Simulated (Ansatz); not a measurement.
Harmonic frequencies (cm⁻¹) at PBE0-D4/def2-TZVP from Ansatz: 99, 146, 232, 377, 409, 419, 514, 604, 692, 842, 863, 905, 930, 940, 1580, 2172, 2193, 2209, 2222, 3601, 3698.

Each molecule was computed in one conformer, which needn't be the lowest.

**Question.** Which molecule is it?
A. `[SiH3][N][SiH3]`•
B. `[SiH2]N[SiH3]`•
C. `O[SiH]O[SiH3]`•
D. `N[SiH][SiH3]`•

**Answer.** D.
